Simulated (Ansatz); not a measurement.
Relaxation of AlB₂H₇N (11 atoms, charge 1, multiplicity 1), to a largest force component of 0.015 eV/Å in at most 40 steps.

These are results of Ansatz 0.2.0, RKS r2SCAN-D4/6-31G*, not measurements.

```xyz
11
Properties=species:S:1:pos:R:3
B 1.445 0.427 1.177
N 1.158 -0.504 0.093
Al -0.661 -0.536 -0.912
B -2.319 0.619 -0.555
H 1.185 0.112 2.267
H 1.875 1.476 0.908
H 1.793 -0.390 -0.708
H 1.218 -1.487 0.386
H -0.077 -1.674 -1.791
H -2.660 1.470 -1.291
H -2.956 0.489 0.426
```

Problem. Where does it end, and by what steps?

Solution. It converged. After 29 steps the energy has fallen by 1.647 eV; H6 moved furthest, 1.96 Å. Joined: B1–Al3 (3.12 → 2.20 Å), B1–B4 (4.15 → 1.67 Å), B4–H6 (4.52 → 1.32 Å).

| step | energy less start (eV) | largest force component (eV/Å) | accepted |
| --- | --- | --- | --- |
| 0 | 0.0000 | 0.804 | yes |
| 2 | -0.1774 | 0.226 | yes |
| 4 | -0.2236 | 0.297 | yes |
| 6 | -0.2430 | 0.302 | yes |
| 8 | -0.2492 | 0.121 | yes |
| 10 | -0.2521 | 0.199 | no |
| 12 | -0.2599 | 0.064 | yes |
| 14 | -0.2637 | 0.134 | yes |
| 16 | -0.2720 | 0.244 | yes |
| 18 | -0.3733 | 0.550 | yes |
| 20 | -0.9711 | 0.883 | yes |
| 22 | -1.4300 | 0.408 | yes |
| 24 | -1.6301 | 0.301 | yes |
| 26 | -1.6461 | 0.067 | yes |
| 28 | -1.6469 | 0.037 | yes |
| 29 | -1.6470 | 0.010 | yes |

```xyz
11
Properties=species:S:1:pos:R:3
B 0.249 0.094 0.908
N 1.271 -0.420 -0.164
Al -0.444 -0.886 -0.932
B -1.114 0.740 0.193
H 0.437 -0.107 2.062
H -0.069 1.401 0.648
H 1.838 0.298 -0.623
H 1.920 -1.127 0.191
H -0.939 -2.030 -1.861
H -1.031 0.877 -1.076
H -2.120 1.160 0.653
```

Time of the run: 2.5 min on 1 thread of Arm Neoverse V1, on a shared host, peak memory 0.12 GiB.
